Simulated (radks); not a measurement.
Effect of the nuclear size on neutral promethium, [Xe] 4f5 6s2. Calculated with a radial shooting solver on a logarithmic mesh with Libxc functionals: Dirac Kohn-Sham, LDA (Slater exchange, Perdew-Wang correlation), spin-unpolarised, spherical densities, finite nucleus; open shells fill j = l - 1/2 first; Fermi nuclear charge, rms radius 4.962 fm. The rms radius is varied about that value; shifts are against it.

\begin{tabular}{lrrrrrrrrr}
rms radius (fm) & total energy shift (eV) & density at nucleus (e/bohr^3) & 1s1/2 shift (meV) & 2s1/2 shift (meV) & 5s1/2 shift (meV) & 5p1/2 shift (meV) & 6s1/2 shift (meV) & 4f5/2 shift (meV) & 6p1/2 (empty) shift (meV) \\ \hline
4.1185 & -4.56 & 5.122e+05 & -1890 & -237 & -1.73 & 0.248 & -0.081 & 0.384 & 0.075 \\
4.5353 & -2.39 & 5.01e+05 & -988 & -124 & -0.906 & 0.130 & -0.043 & 0.201 & 0.039 \\
4.962 & 0 & 4.907e+05 & 0.000 & 0.000 & 0.000 & 0.000 & 0.000 & 0.000 & 0.000 \\
5.4135 & 2.70 & 4.81e+05 & 1120 & 140 & 1.03 & -0.147 & 0.048 & -0.228 & -0.045 \\
5.6567 & 4.24 & 4.761e+05 & 1750 & 220 & 1.61 & -0.231 & 0.075 & -0.357 & -0.070 \\
\end{tabular}

Slopes of the eigenvalues against <r^2> in GHz/fm^2, as finite differences over the two radii next to the reference (eigenvalue slopes, not the field-shift constants of lines): 1s1/2 58300, 2s1/2 7320, 5s1/2 53.5, 5p1/2 -7.67, 6s1/2 2.51, 4f5/2 -11.9, 6p1/2 (empty) -2.32.
